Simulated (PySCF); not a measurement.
FH6N3Sn. Atoms are numbered in the order given.

```xyz
11

N      1.4956    -1.2373    -0.6828
Sn     0.0000     0.0000    -0.0145
N      0.3237     1.9139    -0.6828
N     -1.8194    -0.6766    -0.6828
F      0.0000     0.0000     1.9670
H      1.8211    -1.8398     0.0866
H      2.3023    -0.6619    -0.9654
H     -0.5779     2.3248    -0.9654
H      0.6828     2.4970     0.0866
H     -1.7243    -1.6629    -0.9654
H     -2.5039    -0.6572     0.0866
```
Charge 0, spin multiplicity 1.

Coordinates come from a PBE-D3(BJ)/def2-SVP optimisation. The structure was generated by enumeration; whether it is a known compound was not checked. The def2 effective core potentials stand for the cores of Sn; spin–orbit coupling is left out. One conformer was computed; it need not be the lowest.

Computed with PBE-D3(BJ)/def2-SVP (PySCF).

Frequencies are harmonic and unscaled.

Modes within 1.5 cm⁻¹ of each other (mostly degenerate sets) share a row, with their intensities summed.

Computed vibrational spectrum:
| mode | ν (cm⁻¹) | IR (km/mol) | moving atoms (share of kinetic energy) |
|---|---|---|---|
| 1–2 | 97 | 57.3 | N 38 %, H 37 %, F 23 % |
| 3–4 | 148 | 37.1 | N 49 %, H 39 %, Sn 11 % |
| 5 | 151 | 0.5 | N 59 %, H 19 %, Sn 18 % |
| 6–7 | 177 | 29.9 | H 49 %, F 28 %, N 16 % |
| 8 | 227 | 27.7 | H 95 % |
| 9 | 518 | 38.1 | N 82 %, H 9 % |
| 10–11 | 546 | 193.4 | N 72 %, H 20 %, Sn 8 % |
| 12 | 580 | 83.4 | F 78 %, Sn 16 % |
| 13–14 | 649 | 77.5 | H 72 %, N 21 % |
| 15 | 658 | 133.1 | H 84 %, N 16 % |
| 16 | 830 | 12.5 | H 91 %, N 8 % |
| 17–18 | 855 | 38.4 | H 90 %, N 9 % |
| 19–21 | 1487 | 33.4 | H 92 % |
| 22–24 | 3404 | 30.0 | H 96 % |
| 25–27 | 3504 | 35.8 | H 92 %, N 8 % |
